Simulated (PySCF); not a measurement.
## Cd: ionisation energy

Cd [Kr] 4d10 5s2 (1S) → Cd⁺ [Kr] 4d10 5s1 (2S), as a difference of total energies. All numbers are calculated (PySCF 2.14, a scalar-relativistic core potential, in cc-pVTZ-PP with ECP28MDF (5s5p4d2f1g, 63 functions)). Correlated levels: valence: 4s2 4p6 frozen. The calculations carry no spin-orbit coupling.

```csv
method,ionisation energy (eV)
UHF,7.358
BP86,9.296
PBE0,8.830
MP2 (valence),8.756
SCS-MP2 (valence),8.728
```

Errors of the correlated levels include the incompleteness of this basis and the frozen core.

MP2 underrates the near-degeneracy of ns² with np² in the lower species.

Problem. Which method comes closest to the reference value, and which is furthest?

Solution. The reference is 8.994 eV (measured; NIST Atomic Spectra Database, ionization energies). Closest: PBE0 (error -0.164 eV); furthest: UHF (error -1.636 eV).
